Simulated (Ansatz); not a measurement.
`N=C[SiH](N)F` + `N[Si](O)(O)O` → `N[SiH](F)[Si](N)(O)O` + `N=CO`  (formal exchange of groups at the Si–C bond)

Computed with Ansatz on PBE0-D4/def2-TZVP structures; ΔE is electronic, products minus reactants. CBS: MP2 limit from def2 TZ/QZ plus the TZ coupled-cluster correction, frozen cores. This one scheme is used for every species. DFT in def2-TZVPP. B3LYP here is the variant with VWN-RPA as its local correlation; programs differ in this. One conformer a species, not always the lowest.

```csv
species,B3LYP-D4 energy (Eh)
`N=C[SiH](N)F`,-540.18919
`N[Si](O)(O)O`,-573.30753
`N[SiH](F)[Si](N)(O)O`,-943.49379
`N=CO`,-169.95772
```

(1) Work out ΔE.

Largest T1 diagnostic among the species: 0.014.

## Answers

(1) ΔE = (-943.49379) + (-169.95772) − (-540.18919) − (-573.30753) = 0.04521 Eh = +1.23 eV. CCSD(T)/CBS gives +1.41 eV.

From PBE to PBE0 (25 % exact exchange), in def2-TZVPP and without D4, ΔE moves by +0.15 eV. In def2-TZVPP, CCSD(T) changes the Hartree–Fock value by −0.12 eV (the triples alone add −0.04 eV) and MP2 by −0.09 eV.
